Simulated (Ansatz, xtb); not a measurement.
# A geometry optimisation of AlBFHSe with r2SCAN-D4/def2-SVP

The starting geometry of this gas-phase singlet was built from a drawn formula by distance geometry and a force field; its bonds are those of `F[B]([Al])[SeH]`.

```json
{"atom": "Al", "x (Å)": "-0.8416", "y (Å)": "-4.1003", "z (Å)": "1.7972"}
{"atom": "B", "x (Å)": "-1.2337", "y (Å)": "-2.1169", "z (Å)": "1.2489"}
{"atom": "F", "x (Å)": "-0.1599", "y (Å)": "-1.1982", "z (Å)": "1.0569"}
{"atom": "Se", "x (Å)": "-3.1395", "y (Å)": "-1.5986", "z (Å)": "0.8924"}
{"atom": "H", "x (Å)": "-3.2297", "y (Å)": "-1.1521", "z (Å)": "2.4131"}
```

Predict what it relaxes into with r2SCAN-D4/def2-SVP.

It rearranges to `F[B]1[AlH][Se]1`. Contacts that open: Se4–H5 (1.59 → 3.63 Å). Contacts that close: Al1–Se4 (3.52 → 2.36 Å), Al1–H5 (3.84 → 1.58 Å).

The energy falls by 2.53 eV over 32 steps:

| step | E − E(last) (eV) |
| --- | --- |
| 1 | 2.530 |
| 4 | 1.929 |
| 8 | 1.579 |
| 11 | 1.525 |
| 15 | 1.424 |
| 18 | 1.410 |
| 22 | 0.923 |
| 25 | 0.378 |
| 29 | 0.005 |
| 32 | 0.000 |

Final geometry (Å):

```
atom    x (Å)    y (Å)   z (Å)
  Al  -2.2311  -2.7701  2.0348
   B  -0.8840  -1.6668  1.0188
   F   0.2559  -1.3126  0.4648
  Se  -2.5852  -0.6638  1.0376
   H  -3.1601  -3.7529  2.8524
```

From the same start GFN2-xTB reaches the same bonding as this run.

The end wasn't checked by frequencies. Run with Ansatz 0.2.0, 98 s on 1 thread of Arm Neoverse V2, with other jobs on the host.
